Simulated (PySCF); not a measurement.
Zn(F)(GeH3) (FGeH3Zn), SMILES [F][Zn][GeH3]. Coordinates come from a PBE0-D3(BJ)/def2-SVP optimisation. The structure was generated by enumeration; whether it is a known compound was not checked.

Computed equilibrium geometry at PBE0-D3(BJ)/def2-SVP (PySCF confirms it by a frequency run) as a Z-matrix, and its point group:
point group C3v.
```
Ge
H 1 1.5409
H 1 1.5409 2 107.71
H 1 1.5409 2 107.71 3 -115.93
Zn 1 2.3637 2 111.18 3 122.04
F 5 1.7517 2 153.80 1 -180.00
```
